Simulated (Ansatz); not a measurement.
HTe+, multiplicity 3 (lowest of 2S+1 = 1, 3, 5 at CCSD(T)/def2-TZVPP on PBE0 minima; our sources give no spin for the ground state, which may be another), most abundant isotopes (129.9062 and 1.0078 u). Constants from fifth-degree fits in 1/R to seven points on the lowest solution found; no spin–orbit coupling, no relativity up to Kr; ω_e x_e and α_e move by some per cent with the fit.

Correlated levels freeze the inner cores; with def2 sets outer-core shells near the valence are correlated too. CBS: X⁻³ extrapolation of the correlation energy, Hartree–Fock from the larger set.

Programs: Ansatz (Gaussian orbitals). Each number belongs to the level named beside it. In def2 rows elements past Kr take small-core potentials, without spin–orbit coupling.

```tsv
level	r_e (Å)	ω_e (cm⁻¹)	ω_e x_e (cm⁻¹)	α_e (cm⁻¹)
PBE/def2-TZVPP	1.6872	2032.8	32.6	0.152
CCSD(T)/CBS(def2-TZVPP, def2-QZVPP)	1.6636	2112.4	38.0	0.158
```

Problem. Derive the rotational constants, the centrifugal constant, the fundamental, the zero-point energy and the force constant.

Solution. 
μ = 1.00007 u.
- PBE/def2-TZVPP: B_e = 16.8576/(μ r_e²) = 5.9212 cm⁻¹; B₀ = B_e − α_e/2 = 5.8453 cm⁻¹; D = 4B_e³/ω_e² = 2.01e-04 cm⁻¹; fundamental ω_e − 2ω_e x_e = 1968 cm⁻¹; zero-point energy ω_e/2 − ω_e x_e/4 = 1008 cm⁻¹; k = μ(2πcω_e)² = 243 N/m
- CCSD(T)/CBS(def2-TZVPP, def2-QZVPP): B_e = 16.8576/(μ r_e²) = 6.0906 cm⁻¹; B₀ = B_e − α_e/2 = 6.0117 cm⁻¹; D = 4B_e³/ω_e² = 2.03e-04 cm⁻¹; fundamental ω_e − 2ω_e x_e = 2036 cm⁻¹; zero-point energy ω_e/2 − ω_e x_e/4 = 1047 cm⁻¹; k = μ(2πcω_e)² = 263 N/m

Ansatz is an electronic-structure program.
